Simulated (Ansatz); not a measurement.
Start from `O=C=N[SiH2]F` and change one atom or group to get `O=C=NCO`.

Ansatz, PBE0-D4/def2-TZVP geometries, multiplicity 1. Each molecule was computed in one conformer, which needn't be the lowest.

```json
{"property": "HOMO–LUMO gap (PBE0/def2-TZVPP) / eV", "`O=C=N[SiH2]F`": "8.63"}
{"property": "size of the dipole moment (PBE/def2-TZVPP) / D", "`O=C=N[SiH2]F`": "1.62"}
{"property": "size of the dipole moment (ωB97M-V/def2-TZVPP) / D", "`O=C=N[SiH2]F`": "1.71"}
{"property": "size of the dipole moment (B3LYP/def2-TZVPP) / D", "`O=C=N[SiH2]F`": "1.77"}
{"property": "HOMO energy (PBE/def2-TZVPP) / eV", "`O=C=N[SiH2]F`": "-7.56"}
{"property": "HOMO energy (PBE0/def2-TZVPP) / eV", "`O=C=N[SiH2]F`": "-8.95"}
```

(1) What does the change do to each property? (Estimate.)

Answers

(1) The calculation gave: 
| property | `O=C=NCO` | shift |
| --- | --- | --- |
| HOMO–LUMO gap (PBE0/def2-TZVPP) / eV | 8.56 | -0.07 |
| size of the dipole moment (PBE/def2-TZVPP) / D | 2.34 | 0.72 |
| size of the dipole moment (ωB97M-V/def2-TZVPP) / D | 2.40 | 0.69 |
| size of the dipole moment (B3LYP/def2-TZVPP) / D | 2.44 | 0.67 |
| HOMO energy (PBE/def2-TZVPP) / eV | -6.84 | 0.72 |
| HOMO energy (PBE0/def2-TZVPP) / eV | -8.30 | 0.65 |

With PBE0 the HOMO rises by 0.65 eV and the LUMO rises by 0.59 eV, so the gap narrows by about 0.06 eV. PBE moves the HOMO by 0.72 eV and ωB97M-V by 0.59 eV. Dipoles are sizes alone; their direction can turn.

B3LYP here is the variant with VWN-RPA as its local correlation; programs differ in this.
